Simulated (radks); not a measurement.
Coulomb parameter of the 3d shell of the chromium ion Cr2+ in the model configuration [Ar] 3d3 4p1, as a second difference U = [E(n + 0.25) + E(n - 0.25) - 2 E(n)] / (0.25)^2 with all orbitals relaxed. "Bare": the charge of the atom changes with n. "Screened": the 4p shell takes up the change at fixed total charge, which measures U(3d,3d) + U(4p,4p) - 2 U(3d,4p). Method: Dirac Kohn-Sham, BLYP, spin-unpolarised, spherical densities, point nucleus; open shells are shared between the two j in proportion to 2j + 1; computed with a radial shooting solver on a logarithmic mesh with Libxc functionals. Estimate both.

Answer. U(bare) = 16.087 eV, U(screened by 4p) = 5.048 eV.
